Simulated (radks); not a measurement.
The numbers below are computed, except where a source is named.
Numerical settings for the silver ion Ag2+, [Kr] 4d9. Level of theory: Dirac Kohn-Sham, LDA (Slater exchange, Perdew-Wang correlation), spin-unpolarised, spherical densities, finite nucleus; open shells fill j = l - 1/2 first; Fermi nuclear charge, rms radius 4.5454 fm (a radial shooting solver on a logarithmic mesh with Libxc functionals). The defaults (mesh step 0.008 in ln r, mesh end at 40 bohr or more with all orbitals vanishing there, Anderson mixing 0.5 over 9 steps, residual threshold near 1e-9 with the energy settled to 1e-9 hartree or 1e-11 of itself, here a cap of 97 iterations) give E = -5311.1174 hartree and 4d5/2 at -28.878 eV in 14 iterations. Times are rough (one thread of a shared host). Changes against that run (0 stands for a change within the tolerance of the run):

setting                    iterations  converged  E (mhartree)  e(4d5/2) (meV)  CPU (s)
mesh step in ln r 0.03             14        yes      +0.00127               0     0.04
mesh step in ln r 0.05             14        yes       +0.0242          -0.011     0.03
mesh step in ln r 0.2              97         no      diverged               -     0.29
mesh end (bohr) 3                  14        yes          +356       +4.98e+03      0.1
mesh end (bohr) 8                  14        yes      +0.00128          +0.108     0.11
residual threshold 1e-16           97         no             0               0     0.36
residual threshold 1e-13           20        yes             0               0     0.14
mixing 0.2                         16        yes             0               0     0.12
linear mixing, mixing 0.2          86        yes             0               0     0.46
linear mixing, mixing 0.8          97         no             0        -0.00512      0.6
mixing history 2                   20        yes             0               0     0.14
iteration cap 3                     3         no         +31.6       -1.24e+03     0.03

Settings that end as converged yet miss the energy by more than 1 mhartree: mesh end (bohr) 3 (+0.356 hartree). A mesh that ends early acts as a hard wall.
